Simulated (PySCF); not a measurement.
# Br(3+) (bromine, charge +3) across methods

[Ar] 3d10 4s2 4p2, high-spin 3P determinant. Computed with PySCF 2.14 in aug-cc-pVDZ-DK (6s5p3d, 36 functions), with the spin-free X2C one-electron Hamiltonian (Gaussian nucleus). The B2PLYP total includes its PT2 part (frozen core); its orbital energies are those of the SCF part.

| method | E (hartree) | mean ε 4s α (eV) | mean ε 4s β (eV) | mean ε 4p α (eV) | Σ⟨r²⟩ (bohr²) | ⟨S²⟩ |
| --- | --- | --- | --- | --- | --- | --- |
| wB97M-V | -2603.383 | -59.923 | -56.678 | -44.683 | 20.06 | 2.002 |
| r2SCAN | -2603.553 | -56.035 | -52.947 | -41.405 | 19.97 | 2.003 |
| PBE | -2603.242 | -55.166 | -52.801 | -40.842 | 20.02 | 2.001 |
| B2PLYP | -2603.158 | -59.631 | -55.306 | -43.929 | 20.07 | 2.003 |
| wB97X | -2603.655 | -60.076 | -57.141 | -44.852 | 19.93 | 2.001 |
| LDA | -2599.824 | -55.353 | -53.284 | -40.859 | 19.98 | 2.001 |
| TPSS | -2603.503 | -55.452 | -52.661 | -41.023 | 19.99 | 2.001 |
| PBE0 | -2603.296 | -57.461 | -54.112 | -42.498 | 20.01 | 2.002 |

Estimate the same row for UHF.

E (hartree) = -2601.88948; mean ε 4s α (eV) = -63.389; mean ε 4s β (eV) = -56.661; mean ε 4p α (eV) = -46.619; Σ⟨r²⟩ (bohr²) = 20.16; ⟨S²⟩ = 2.006.
